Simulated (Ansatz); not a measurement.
Reaction (SMILES): Cl[C]Cl → [C]Cl + Cl atom (the C-Cl bond at the site shown breaks; other sites are not compared here)
Structures are relaxed separately at B3LYP-D3(BJ)/def2-TZVP in Ansatz (a first-principles code). Unstable Hartree-Fock reference: Cl[C]Cl.

Wanted: bond dissociation energy (electronic energy difference), in kcal/mol. Valence correlation only, unless marked. Open shells are spin-unrestricted. Spin-orbit coupling is left out. Non-relativistic. CBS marks a two-point X^-3 extrapolation of the correlation energy; Hartree-Fock from the larger set.

```csv
level,program,bond dissociation energy (kcal/mol)
PBE0-D4/def2-TZVPD,Ansatz + dftd4,79.8
HSE06-D3(BJ)/def2-TZVPD,Ansatz + dftd3,79.9
RPA@PBE/cc-pV(Q+d)Z,Ansatz,68.5
MP2/6-31G,Ansatz,47.8
"RI-MP2/CBS(aug-cc-pV(T+d)Z,aug-cc-pV(Q+d)Z)",Ansatz,85.5
SCS-MP2/6-31G,Ansatz,46.8
SCS-MP2/cc-pVTZ,Ansatz,76.1
SCS-MP2/cc-pV(Q+d)Z,Ansatz,79.3
CCSD(T)/cc-pV(Q+d)Z,Ansatz,77.0
"CCSD(T)/CBS(cc-pV(T+d)Z,cc-pV(Q+d)Z)",Ansatz,78.8
```
